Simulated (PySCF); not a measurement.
A calculated (LDA, PySCF 2.14, x2c-TZVPPall, scalar relativity by spin-free X2C-1e) atom or ion has these occupied shells.

| shell | electrons | orbital energy (eV) | rms radius, mean of both spins (bohr) |
| --- | --- | --- | --- |
| 1s α | 1 | -49931.1 | 0.0249 |
| 1s β | 1 | -49931.1 | 0.0249 |
| 2s α | 1 | -8257.5 | 0.101 |
| 2s β | 1 | -8257.3 | 0.101 |
| 2p α | 3 | -7368.0 | 0.0906 |
| 2p β | 3 | -7367.8 | 0.0906 |
| 3s α | 1 | -1842.1 | 0.261 |
| 3s β | 1 | -1839.4 | 0.261 |
| 3p α | 3 | -1565.2 | 0.261 |
| 3p β | 3 | -1562.6 | 0.261 |
| 3d α | 5 | -1191.6 | 0.240 |
| 3d β | 5 | -1189.5 | 0.240 |
| 4s α | 1 | -383.49 | 0.588 |
| 4s β | 1 | -377.42 | 0.588 |
| 4p α | 3 | -291.82 | 0.624 |
| 4p β | 3 | -285.81 | 0.624 |
| 4d α | 5 | -163.26 | 0.686 |
| 4d β | 5 | -157.36 | 0.686 |
| 5s α | 1 | -64.866 | 1.41 |
| 5s β | 1 | -61.592 | 1.41 |
| 5p α | 3 | -42.209 | 1.66 |
| 5p β | 3 | -39.587 | 1.66 |
| 4f α | 7 | -24.689 | 0.964 |
| 5d α | 1 | -15.973 | 2.57 |

**Question.** Name the element and its charge.

**Answer.** Gd²⁺ (gadolinium, charge +2), in [Xe] 4f7 5d1, high-spin 9D determinant.
